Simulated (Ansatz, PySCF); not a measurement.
Energy difference R1 → P1 + P2, each structure at its B3LYP-D3(BJ)/def2-TZVP stationary point, reached from a drawn start (curvature not checked).
R1: Cl3Tl (SMILES [Cl][Tl]([Cl])[Cl]), charge 0, multiplicity 1.
P1, ClTl (SMILES [Cl][Tl]) (charge 0, multiplicity 1):
```xyz
2

Tl     0.0000     0.0000    -1.2662
Cl     0.0000     0.0000     1.2662
```
P2, Cl2 (SMILES ClCl) (charge 0, multiplicity 1):
```xyz
2

Cl     0.0000     0.0000     1.0068
Cl     0.0000     0.0000    -1.0068
```

P less R. No zero-point or thermal terms; no spin–orbit coupling.

Cores are frozen in the correlated methods. In cc and def2 sets filled d and f shells under p-block atoms count as core.

The values were computed with Ansatz (a quantum-chemistry and plane-wave program); PySCF for the D3/D4 terms. Each number belongs to the level named beside it. Elements past Kr take the def2 small-core potentials, without spin–orbit coupling.

```tsv
level	reaction energy (kJ/mol)
HF/def2-QZVPP	133.6
SVWN5/def2-TZVPP	152.0
PBE-D3(BJ)/def2-TZVPP	124.2
PBE-D4/def2-TZVPP	125.3
B97M-V/def2-TZVPP	155.2
B3LYP/def2-TZVPP	108.7
MP2/def2-SVP	(withheld)
CCSD(T)/def2-SVP	(withheld)
CCSD(T)/def2-QZVPP	(withheld)
```

**Question.** Some entries are withheld; supply them.

**Answer.** 
- MP2/def2-SVP, reaction energy (kJ/mol): 185.8
- CCSD(T)/def2-SVP, reaction energy (kJ/mol): 164.2
- CCSD(T)/def2-QZVPP, reaction energy (kJ/mol): 151.1
